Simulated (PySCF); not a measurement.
Geometries of 5 isomers of C3H7FSi, from PBE0-D3(BJ)/def2-SVP geometry optimisation, gas phase (PySCF 2.14.0). One conformer each, no zero-point energy, no frequencies.

Task: Which is lowest in electronic energy at this level?
A.
```xyz
12
angstrom
F      1.322    1.234   -1.271
C      1.719    0.686   -0.069
Si     0.263   -0.284    0.668
C     -0.964   -0.997   -0.522
C     -1.450    0.266    0.224
H      2.589    0.028   -0.242
H      2.050    1.496    0.606
H      0.553   -0.935    1.972
H     -0.765   -0.875   -1.592
H     -1.482   -1.936   -0.295
H     -1.562    1.172   -0.382
H     -2.267    0.130    0.940
```
B.
```xyz
12
angstrom
F     -0.055    1.065   -1.495
C     -0.195    0.244   -0.401
Si     1.465   -0.275    0.321
C     -1.393    0.527    0.454
C     -1.378   -0.674   -0.446
H      2.271   -1.001   -0.704
H      1.193   -1.180    1.479
H      2.224    0.922    0.790
H     -1.996    1.381    0.136
H     -1.320    0.392    1.537
H     -1.973   -0.620   -1.361
H     -1.294   -1.674   -0.011
```
C.
```xyz
12
angstrom
C     -1.671    0.679    0.861
C     -0.925   -0.320    0.386
C      0.089   -0.187   -0.697
F      0.068   -1.311   -1.515
Si     1.860   -0.036    0.017
H     -2.348    0.531    1.705
H     -1.627    1.684    0.429
H     -0.987   -1.318    0.836
H     -0.129    0.699   -1.320
H      2.119   -1.197    0.918
H      1.969    1.239    0.787
H      2.851   -0.037   -1.100
```
D.
```xyz
12
angstrom
C      1.299   -0.986    0.369
C      1.014    0.464    0.219
F      2.107    1.200    0.456
C     -0.135    1.066   -0.102
Si    -1.741    0.189   -0.454
H      2.117   -1.280   -0.307
H      1.635   -1.199    1.397
H      0.418   -1.602    0.150
H     -0.103    2.161   -0.145
H     -2.751    1.194   -0.896
H     -2.270   -0.516    0.756
H     -1.584   -0.839   -1.532
```
E.
```xyz
12
angstrom
F      0.206    1.912   -1.951
Si    -0.034    1.305   -0.459
C     -1.128   -0.203   -0.238
C     -0.042   -0.680    0.771
C      1.207    0.098    0.262
H     -0.371    2.465    0.417
H     -1.125   -0.832   -1.142
H     -2.157   -0.129    0.140
H     -0.303   -0.351    1.790
H      0.090   -1.773    0.813
H      1.947    0.396    1.017
H      1.719   -0.466   -0.535
```

Result: E. That is `C1[SiH](F)CC1`, 46.0 kcal/mol below the next.

```tsv
SMILES	atoms numbered as above	E (Eh)	relative (kcal/mol)	relative (kJ/mol)	dipole (D)
F[SiH]1CCC1	[F:1][SiH:2]1[CH2:3][CH2:4][CH2:5]1	-507.30453	0.0	0.0	1.71
C/C(F)=C\[SiH3]	[CH3:1]/[C:2]([F:3])=[CH:4]\[SiH3:5]	-507.23131	46.0	192.3	1.10
FC1([SiH3])CC1	[F:1][C:2]1([SiH3:3])[CH2:4][CH2:5]1	-507.21094	58.7	245.7	1.47
C=C[C@H](F)[SiH3]	[CH2:1]=[CH:2][C@H:3]([F:4])[SiH3:5]	-507.20754	60.9	254.7	1.57
FC[SiH]1CC1	[F:1][CH2:2][SiH:3]1[CH2:4][CH2:5]1	-507.20508	62.4	261.1	1.45
```

As drawn, the lowest has a four-membered ring and an Si–F bond, which the highest lacks; the highest has a three-membered ring, which the lowest lacks.
